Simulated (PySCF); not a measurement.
CH5FO2Si2, SMILES O=CO[Si@@H](F)[SiH3].

Geometry: B3LYP-D3(BJ)/def2-SVP. The structure was generated by enumeration; whether it is a known compound was not checked. The values are those of a single conformer.

Level of theory: B3LYP/def2-TZVP (PySCF).

- total energy = -870.68720 hartree
- highest occupied level = -8.29 eV
- lowest empty level = -1.16 eV
- orbital gap = 7.14 eV
- dipole moment = 1.70 D
- quadrupole, principal values (traceless, Buckingham form, about the centre of nuclear charge) = -7.04, -0.80, 7.85 D·Å
- mean static polarisability = 69.9 bohr³ (10.36 Å³)
- polarisability, principal values = 56.6, 73.4, 79.8 bohr³
